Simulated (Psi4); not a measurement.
A dimer, C2H6O ··· CHN (SMILES COC and C#N); the first 9 atoms form monomer A.

```
12

C      1.1572     0.0392     0.1856
O      0.1060     0.5844    -0.5786
C     -1.1454     0.0258    -0.2499
H      1.0090     0.2195     1.2588
H      2.0785     0.5250    -0.1322
H      1.2498    -1.0435     0.0264
H     -1.4019     0.2066     0.8026
H     -1.8922     0.5009    -0.8842
H     -1.1609    -1.0578    -0.4284
C      0.5386     3.3283    -2.1176
N      0.7112     4.3419    -2.6241
H      0.3778     2.3850    -1.6462
```

What interaction energy does SAPT0/jun-cc-pVDZ, frozen core (Psi4) give, and which attractive term is the largest?

Total -6.59 kcal/mol: electrostatics -7.68, exchange 4.38, induction -1.81, dispersion -1.48. The most attractive term is electrostatics.
